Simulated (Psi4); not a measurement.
Br$_{4}$Hf (SMILES [Br][Hf]([Br])([Br])[Br]), singlet, geometry from GFN2-xTB (such geometries of metal compounds can be far from the true shape) (core potentials on Hf). Base run: Psi4 with TPSS/def2-SVP.

Here is a job for Psi4.
```
memory 2 GB

molecule {
0 1
Hf   -0.00000000   -0.00000000    0.00000000
Br    1.95644910   -0.56764226   -1.43548939
Br    0.75742969    0.30243203    2.35486215
Br   -1.04328436    2.11147723   -0.81471605
Br   -1.67059443   -1.84626701   -0.10465671
}

set {
  basis def2-svp
}

energy('tpss')
print_variables()
```

The base run was repeated with changes; each row names its change, and settings that it needs were set with it.

```tsv
change	ΔE vs base (eV)	point group used	SCF cycles
base	0.00	c1	11
molecule keys = no_reorient	0.00	c1	11
molecule keys = symmetry c1, no_reorient, no_com	0.00	c1	11
molecule keys = symmetry c1	0.00	c1	11
jitter_ang = 0.002	0.00	c1	11
```
